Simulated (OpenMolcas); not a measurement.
# Ionisation energies of europium

| Quantity | Value |
| --- | --- |
| Program | OpenMolcas 26.06 |
| Basis | ANO-RCC-VQZP [9s8p6d4f3g2h] |
| Scalar Hamiltonian | DKH2, point nucleus |
| Spin-orbit coupling | state interaction with AMFI integrals over the reference wave functions, term energies averaged over their components |

Active shells in each charge state: the valence f shell, with orbitals averaged over the low states. Where CASPT2's correlated closed shells are named, they are those of the first ion.

A. CASSCF
B. SS-CASPT2, IPEA 0.25 Eh, imaginary shift 0.1 Eh (closed shells correlated: 5s 5p)
C. SS-CASPT2, IPEA 0.25 Eh, imaginary shift 0.1 Eh (closed shells correlated: 4d 5s 5p)
D. SS-CASPT2, IPEA 0 Eh, imaginary shift 0.1 Eh (closed shells correlated: 5s 5p)

Energies in eV between the lowest computed levels, named as in B; reference values from the NIST Atomic Spectra Database with their kind.

| From | To | A | B | C | D | Spin-orbit share in B | Reference |
| --- | --- | --- | --- | --- | --- | --- | --- |
| Eu2+ 4f⁷ ⁸S°_7/2 | Eu3+ 4f⁶ ⁷F₀ | 22.415 | 25.582 | 25.703 | 25.995 | -0.353 | 24.840 (semi-empirical) |
| Eu3+ 4f⁶ ⁷F₀ | Eu4+ 4f⁵ ⁶H°_5/2 | 40.638 | 42.899 | 42.903 | 42.947 | -0.220 | 42.940 (semi-empirical) |

The lowest level within the active space need not be the ion's true ground level.

° marks odd parity.
